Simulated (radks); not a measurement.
Problem. Species: N+. Configuration: [He] 2s2 2p1 6p1 (not the ground configuration). All-electron calculation, scalar-relativistic Kohn-Sham, PBE, spin-unpolarised, spherical densities, point nucleus. Program: a radial shooting solver on a logarithmic mesh with Libxc functionals. Some entries of the table are withheld. Estimate them.

orbital  occ.  eigenvalue (Ry)  <r> (bohr)
1s          2              (1)      0.2294
2s          2              (2)       1.172
2p          1              (3)         (4)
6p          1              (5)         (6)

Solution. 
(1) 1s eigenvalue (Ry): -31.02282
(2) 2s eigenvalue (Ry): -3.48647
(3) 2p eigenvalue (Ry): -2.63028
(4) 2p <r> (bohr): 1.139
(5) 6p eigenvalue (Ry): -0.11730
(6) 6p <r> (bohr): 21.17
